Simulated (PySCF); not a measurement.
Ga(OH) (GaHO), SMILES [OH][Ga] (connectivity only; charge and spin as stated), neutral, multiplicity 1. Atoms are numbered in the order given.

```xyz
3

Ga     0.0000     0.0000    -0.4290
O      0.0000     0.0000     1.3703
H      0.0000     0.0000     2.3354
```
Charge 0, spin multiplicity 1.

Geometry: PBE-D3(BJ)/def2-TZVP. A frequency run showed that this geometry is not a minimum.

Two levels are set side by side: PBE/pcSseg-2 (PySCF) and PBE0/pcSseg-2 (PySCF). GIAO shifts against H2O (¹⁷O), TMS (¹H) at the same level; non-relativistic, no solvent, atoms listed together averaged. Differences are taken from unrounded values.

| quantity | PBE0 | PBE | PBE minus PBE0 |
|---|---|---|---|
| δ(¹⁷O) of O2 (ppm) | 120.0 | 132.7 | 12.7 |
| δ(¹H) of H3 (ppm) | 2.73 | 2.90 | 0.17 |

Rough cost on one machine, each run with all the roots and properties that it gave: PBE0 against PBE within a factor of 2.
